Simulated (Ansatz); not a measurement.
Mulliken charges of Cl₂H₂MoO₂S (`[OH][Mo]([OH])(=[S])([Cl])[Cl]`) from ωB97M-V/def2-TZVPP in Ansatz (PBE0-D4/def2-TZVP geometry).

| atom | x (Å) | y (Å) | z (Å) | charge (e) |
| --- | --- | --- | --- | --- |
| O1 | -1.460 | 1.024 | 0.009 | -0.365 |
| Mo2 | 0.079 | 0.080 | -0.395 | 0.969 |
| O3 | 1.612 | -0.814 | 0.127 | -0.365 |
| S4 | -0.428 | -0.880 | -2.162 | -0.125 |
| Cl5 | -0.734 | -1.155 | 1.492 | -0.334 |
| Cl6 | 1.217 | 1.944 | -0.982 | -0.211 |
| H7 | -1.910 | 0.956 | 0.858 | 0.216 |
| H8 | 1.716 | -1.214 | 0.997 | 0.216 |

Task: By hand: the dipole of these point charges (1 e Å = 4.8032 D).

Result: Σ q r = (0.021, 0.031, -0.053) e Å, of length 0.065 e Å = 0.31 D.

Task: How does the dipole of the full density compare? (An estimate is asked.)

Result: The calculation gave: (-0.021, -0.025, 0.149) e Å, 0.73 D; the point charges give 0.42 times that, at 157° from its direction, so they point the opposite way.

Point charges leave out the atoms' own dipoles, such as those of lone pairs, and Mulliken's split depends on the basis, so the two needn't agree.
